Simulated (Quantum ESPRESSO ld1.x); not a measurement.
Species: Gd25+. Configuration: [Kr] 4d3.

Calculated with ld1.x of Quantum ESPRESSO 7.5: scalar-relativistic Kohn-Sham, LDA (Slater exchange, Perdew-Wang correlation), spin-polarised, spherical densities, point nucleus; open shells are filled with parallel spins first.

Energy parts (eV):
| part | energy |
|---|---|
| total | -298717.7 |
| kinetic | 321320.5 |
| electron-nucleus | -696941.3 |
| Hartree | 82639.9 |
| exchange-correlation | -5736.8 |

Orbitals (lengths in bohr, moments of r in powers of bohr; <r^-3> diverges for s and p1/2):
orbital  occ.  eigenvalue (eV)  <r^-3>      <r^2>
1s up       1         -50855.2       -  0.0006557
1s down     1         -50855.1       -  0.0006557
2s up       1         -9065.73       -    0.01028
2s down     1         -9063.37       -    0.01028
2p up       3         -8159.03   11420   0.008279
2p down     3         -8157.08   11420   0.008278
3s up       1         -2607.99       -    0.06749
3s down     1         -2606.34       -    0.06742
3p up       3         -2327.08    2434    0.06738
3p down     3         -2325.34    2436    0.06729
3d up       5         -1959.98   329.8    0.05611
3d down     5         -1957.78   329.8    0.05605
4s up       1         -1068.70       -     0.2958
4s down     1         -1062.41       -     0.2961
4p up       3         -967.741   682.3     0.3171
4p down     3         -961.522   681.1     0.3176
4d up       3         -830.800   86.92     0.3321
4d down     0         -824.639   86.81     0.3329

The highest occupied level is 4d up at -830.80 eV. Summed over all electrons, <r^2> = 4.663 bohr^2, which gives a Langevin (diamagnetic) susceptibility term of -3.69 x 10^-6 cm^3/mol. For comparison, the ionisation energy in NIST's Atomic Spectra Database is 851 eV (theoretical). In exact Kohn-Sham theory the highest level is minus the ionisation energy, but local and semilocal functionals leave it too shallow, through self-interaction and a potential that decays too fast; potentials with the right tail come closer. The density falls to 0.001 e/bohr^3 at r = 1.36 bohr. Spin moment in Bohr magnetons: 3.
